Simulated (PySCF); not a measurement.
# Working out the ionisation energy of Tc⁺

Tc⁺ [Kr] 4d5 5s1 (7S) → Tc²⁺ [Kr] 4d5 (6S). Computed with PySCF 2.14 in aug-cc-pVDZ-PP with ECP28MDF, with scalar relativity through the core potential. Frozen: 4s2 4p6. Energies in hartree (1 hartree = 27.21139 eV):

```csv
part,Tc⁺ (lower),Tc²⁺ (upper)
UHF,-79.642316,-79.119916
MP2 opposite-spin,0.000000,0.000000
MP2 same-spin,-0.061880,-0.042758
```

Task: What does Hartree-Fock give?

Result: (-79.119916) − (-79.642316) = 0.522400 hartree = 14.215 eV.

Task: What do MP2 and SCS-MP2 (6/5 opposite-spin, 1/3 same-spin) give?

Result: The opposite-spin parts differ by 0.000 eV and the same-spin parts by 0.520 eV. MP2: 14.215 + (0.000) + (0.520) = 14.735 eV. SCS-MP2: 14.215 + 1.2 × (0.000) + (0.520)/3 = 14.388 eV.

Reference: 15.26 eV (semi-empirical (NIST evaluation); NIST Atomic Spectra Database, ionization energies).

A double-zeta basis recovers only part of the correlation energy.

What remains against the reference includes basis incompleteness, the frozen core and correlation beyond second order.
